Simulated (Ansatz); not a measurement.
Job for Ansatz (a first-principles code): U-PBE/def2-TZVPP on BaAl, 2S+1 = 2, a spin state set in the input, which need not be the lowest, a point of a bond scan (R = 3.423 Å). Elements past Kr take the def2 small-core potentials; no spin–orbit coupling.

Ansatz 0.2 input:
```yaml
crystal:
  periodic: [false, false, false]
  atoms:
    - {symbol: Al, position_ang: [0.00000000, 0.00000000, 0.00000000]}
    - {symbol: Ba, position_ang: [0.00000000, 0.00000000, 3.42294300]}
basis:
  gaussian:
    orbitals: def2-TZVPP
    pivot_positions_ang: [[0.00000000, 0.00000000, 0.00000000], [0.00000000, 0.00000000, 3.42294300]]
hamiltonian:
  xc: {name: PBE}
magnetization: {spin_polarized: true, initial_magnetization: 1}
output: {forces: true, orbitals: {seedname: ./end}}
```

Task: Predict the final total energy.

Result: -267.7287 hartree. Its determinant has ⟨S²⟩ = 1.14, a mixture of spin states.

Task: How many basis functions does it have, and what does it roughly cost on one machine?

Result: 82 functions; around 25 core-seconds (rough).
